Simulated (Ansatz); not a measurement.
```xyz
11

C     1.420    0.307   -0.366
C     0.273   -0.361    0.369
Al   -1.232    0.754    0.890
C    -0.961   -0.448   -0.552
Br   -2.316   -1.523    0.545
H     2.224    0.566    0.327
H     1.109    1.232   -0.866
H     1.843   -0.345   -1.140
H     0.581   -1.284    0.862
H    -2.003    1.989    1.475
H    -0.937   -0.888   -1.545
```

Charge 0, multiplicity 1. The bonds changed during the relaxation, so this is another structure than the one it started from.

Problem. List the r2SCAN/def2-TZVPP orbital energies in eV (Ansatz 0.2.0). (An estimate is asked.)

Solution. Computed: Occupied: -13122.35, -1695.56, -1526.32, -1526.27, -1526.24, -1517.06, -274.08, -272.99, -272.95, -235.20, -175.45, -175.25, -175.16, -110.59, -70.91, -70.76, -70.66, -69.28, -69.24, -69.18, -69.04, -69.03, -21.49, -19.77, -17.13, -14.28, -12.24, -11.20, -10.45, -9.70, -9.21, -8.90, -8.21, -7.69, -6.45, -5.23. Lowest empty: -1.52, -0.97, -0.50, 0.16, 2.02, 2.39, 2.53, 3.05.
